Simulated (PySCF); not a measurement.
Harmonic spectrum computed at PBE0 in the def2-TZVP basis family (core potentials from Rb on, PySCF, no spin–orbit coupling):

| ω (cm⁻¹) | IR (km/mol, summed over degenerate members) | degeneracy |
| --- | --- | --- |
| 52 | 15.4 | 2 |
| 237 | 0.0 | 1 |
| 446 | 38.8 | 1 |

Question: Which molecule gave it? In each, all ligands are bound to the one heavy central atom.
A. AlBr₂⁺ (singlet)
B. CoBr₂⁺ (quintet)
C. GaBr₂⁺ (singlet)
D. CBr₂⁺ (doublet)

Answer: B. It has D∞h symmetry with Co–Br 2.189 Å (×2).
